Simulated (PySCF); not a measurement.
## Working with the constants of AlI⁻

UHF-MP2 constants of AlI⁻, ²Π (doublet), unpaired electrons π ↑ (basis Al def2-SVPD, I def2-SVPD with ECP28; scalar-relativistic core potentials; PySCF 2.14; masses 26.9815 and 126.9045 u):

- ωe: 175.8 cm⁻¹
- ωexe: 1.47 cm⁻¹
- Be: 0.093229 cm⁻¹
- αe: 0.000912 cm⁻¹
- D (centrifugal): 1.05e-07 cm⁻¹
- De to Al + I⁻: 0.89 eV

(1) Give the vibrational terms G(v) and spacings up to v = 6.

(2) How well does the Morse estimate ωe²/(4ωexe) reproduce De, and what is D0?

Correlated steps freeze 9 core orbitals. Correlated levels converge slowly with the basis: in double zeta they bind strong bonds too weakly, by up to about 1 eV, and carry superposition errors of some tenths. Spin–orbit coupling is left out, which matters for elements this heavy, above all for dissociation energies. For an ion De counts to the pair picked by the measured ionisation energies or electron affinities, which need not be the lowest pair at this level. The state was picked by a PBE0 search and need not be the measured ground state.

Answers

(1) G(v) = ωe(v+½) − ωexe(v+½)².

```
v  G(v) (cm⁻¹)  G(v) − G(v−1)  Bv (cm⁻¹)
0         87.5                   0.09277
1        260.4          172.9    0.09186
2        430.3          169.9    0.09095
3        597.3          167.0    0.09004
4        761.3          164.0    0.08913
5        922.4          161.1    0.08821
6       1080.6          158.2    0.08730
```

(2) It gives 0.65 eV, 73 % of the computed De. D0 = De − G(0) = 0.89 − 0.01 = 0.88 eV.
